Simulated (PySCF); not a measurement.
Simulation results for AlBH$_{2}$O$_{2}$

Calculation on a computer-drawn molecule: the log of a Hartree-Fock and frozen-core CCSD(T) single point meant for a local Hartree-Fock minimum, with one planted fault or none, to be diagnosed. Offsets are logged minus clean, where the clean run is the same molecule without the fault. The reference is restricted for singlets and unrestricted otherwise, and also for a bond in bohr or an excited solution. Adding or removing an electron swaps singlet and doublet. The excited solution moves the top pair (singlet) or top alpha electron (doublet) to the lowest empty orbital. Highest occupied and lowest empty are orbital energies over both spins, largest force is the largest gradient component, triples share is (T) over the correlation energy, the T1 limit is 0.02 restricted and 0.045 unrestricted, electrons count all cores, a negative frequency is imaginary (commonest isotopes), and the dipole is about the centre of nuclear charge. Program: PySCF 2.14.0.

Common to all runs: meant charge 0; meant multiplicity 1; meant basis cc-pV(D+d)Z; logged electrons 36; logged SCF converged yes; possible faults no fault, one electron removed, one electron added, multiplicity raised by two, geometry at a saddle point, SCF held on an excited solution, minimal basis STO-3G, one bond length entered in bohr, all coordinates scaled.

(1) AlBH$_{2}$O$_{2}$

Logged structure:
```xyz
6
AlBH2O2
O     -1.7793    -2.2494     0.4085
B     -0.8055    -1.7849     1.2562
O     -0.2436    -0.5496     1.0545
Al    -0.1282    -3.0529     2.9826
H     -2.0186    -1.6641    -0.2992
H     -0.5752    -0.0665     0.3078
```

```
logged basis functions               : 75
logged spin squared                  : 2.0148
logged highest occupied              : -6.0084 eV
logged lowest empty                  : 0.66239 eV
logged largest force                 : 0.011067 hartree/bohr
logged T1 diagnostic                 : 0.021925
logged D1 diagnostic                 : 0.083982
logged triples share                 : 0.026312
logged CC converged                  : yes
logged dipole magnitude              : 2.5671 debye
logged SCF stable within its kind    : yes
logged energy HF                     : -417.53175 hartree
logged energy CCSD(T)                : -418.0506 hartree
planted fault                        : multiplicity raised by two
HF energy offset from clean run      : 16.12 kcal/mol
CCSD(T) energy offset from clean run : 29.43 kcal/mol
```

Drawn bonds:
| atom | other atom | order |
| --- | --- | --- |
| 1 | 2 | 1 |
| 2 | 3 | 1 |
| 2 | 4 | 1 |
| 1 | 5 | 1 |
| 3 | 6 | 1 |

(2) AlBH$_{2}$O$_{2}$

Structure as in entry 1.

```
logged basis functions               : 26
logged spin squared                  : 0
logged highest occupied              : -2.9963 eV
logged lowest empty                  : 9.0703 eV
logged largest force                 : 0.043271 hartree/bohr
logged T1 diagnostic                 : 0.017064
logged D1 diagnostic                 : 0.070116
logged triples share                 : 0.029936
logged CC converged                  : yes
logged dipole magnitude              : 0.12956 debye
logged SCF stable within its kind    : yes
logged energy HF                     : -412.2331 hartree
logged energy CCSD(T)                : -412.40973 hartree
planted fault                        : minimal basis STO-3G
HF energy offset from clean run      : 3341 kcal/mol
CCSD(T) energy offset from clean run : 3569 kcal/mol
```

Drawn bonds:
| atom | other atom | order |
| --- | --- | --- |
| 1 | 2 | 1 |
| 2 | 3 | 1 |
| 2 | 4 | 1 |
| 1 | 5 | 1 |
| 3 | 6 | 1 |

(3) AlBH$_{2}$O$_{2}$

Structure as in entry 1.

```
logged basis functions            : 75
logged spin squared               : 0
logged highest occupied           : -4.7265 eV
logged lowest empty               : -1.5956 eV
logged largest force              : 0.025442 hartree/bohr
logged dipole magnitude           : 1.975 debye
logged SCF stable within its kind : no
logged energy HF                  : -417.37631 hartree
planted fault                     : SCF held on an excited solution
HF energy offset from clean run   : 113.7 kcal/mol
```

Drawn bonds:
| atom | other atom | order |
| --- | --- | --- |
| 1 | 2 | 1 |
| 2 | 3 | 1 |
| 2 | 4 | 1 |
| 1 | 5 | 1 |
| 3 | 6 | 1 |

Notes: coupled-cluster numbers left out as unreliable.
